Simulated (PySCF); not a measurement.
An equivalent PySCF input for Zn²⁺ (zinc, charge +2), [Ar] 3d10, closed-shell 1S, with a scalar-relativistic core potential:

```python
from pyscf import gto, scf, dft, mp, cc
import basis_set_exchange as bse
txt = bse.get_basis("cc-pVTZ-PP", elements=["Zn"], fmt="nwchem", header=False)
cut = txt.index("\nECP")
mol = gto.M(atom="Zn 0 0 0", charge=2, spin=0, symmetry="D2h",
            basis=gto.basis.parse(txt[:cut]),
            ecp={"Zn": gto.basis.parse_ecp(txt[cut:])})
mf = dft.UKS(mol, xc="PBE")
mf.irrep_nelec = {'Ag': (3, 3), 'B1g': (1, 1), 'B2g': (1, 1), 'B3g': (1, 1), 'B1u': (1, 1), 'B2u': (1, 1), 'B3u': (1, 1)}
mf.kernel()
```

It reaches the same state as the run whose output follows, with an energy that differs only through the grid. The run itself started from symmetry-adapted Hartree-Fock orbitals and held the occupation by maximum overlap, on a logarithmic radial grid, so the iterations belong to that start.

```
SCF conv_tol = 1e-09
number electrons alpha = 9  beta = 9
XC functionals = PBE
    J. P. Perdew, K. Burke, and M. Ernzerhof.,  Phys. Rev. Lett. 77, 3865 (1996)
    J. P. Perdew, K. Burke, and M. Ernzerhof.,  Phys. Rev. Lett. 78, 1396 (1997)
    J. P. Perdew, K. Burke, and M. Ernzerhof.,  Phys. Rev. Lett. 77, 3865 (1996)
    J. P. Perdew, K. Burke, and M. Ernzerhof.,  Phys. Rev. Lett. 78, 1396 (1997)
cycle= 1 E= -226.081192823261  delta_E= -0.0156  |g|= 0.175  |ddm|= 0.284
cycle= 2 E= -226.06846053701  delta_E= 0.0127  |g|= 0.385  |ddm|= 0.117
cycle= 3 E= -226.086055677535  delta_E= -0.0176  |g|= 0.032  |ddm|= 0.0875
cycle= 4 E= -226.086204724573  delta_E= -0.000149  |g|= 8.54e-05  |ddm|= 0.00771
cycle= 5 E= -226.086204725526  delta_E= -9.53e-10  |g|= 5.35e-07  |ddm|= 1.97e-05
converged SCF energy = -226.086204725526  <S^2> = -1.2434498e-14  2S+1 = 1
```

Energies and moments cover only the electrons outside the core potential.
